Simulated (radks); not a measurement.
Results of a calculation; reference values are marked as such.
The oxygen anion O2-, [Ne], held by a Watson sphere: a shell of charge +2.68 at radius R that stands for the Madelung well of a crystal (potential energy -2.68/R inside, -2.68/r outside, in hartree with lengths in bohr). Level of theory: non-relativistic Kohn-Sham, LDA (Slater exchange, VWN5 correlation), spin-polarised, spherical densities, point nucleus (a radial shooting solver on a logarithmic mesh with Libxc functionals). Response by self-consistent Sternheimer equations with the Hartree and adiabatic LDA kernel. The sphere does not respond.

| R (bohr) | e(1s) (eV) | e(2s) (eV) | e(2p) (eV) | <r> 2p (bohr) | sum of <r^2> (bohr^2) | X-ray form factor at sin(theta)/lambda = 0.1 1/angstrom | alpha (bohr^3) |
|---|---|---|---|---|---|---|---|
| 2.14 | -510.57 | -28.346 | -14.357 | 1.466 | 20.83 | 8.653 | 11.61 |
| 2.28 | -510.22 | -27.432 | -13.557 | 1.498 | 21.78 | 8.604 | 13.37 |
| 2.31 | -510.15 | -27.247 | -13.393 | 1.505 | 21.98 | 8.594 | 13.77 |
| 2.87 | -508.70 | -24.381 | -10.766 | 1.622 | 25.70 | 8.421 | 23.48 |
| 2.96 | -508.48 | -24.009 | -10.412 | 1.639 | 26.29 | 8.396 | 25.49 |
| 3.53 | -507.20 | -22.077 | -8.521 | 1.743 | 30.15 | 8.249 | 42.00 |
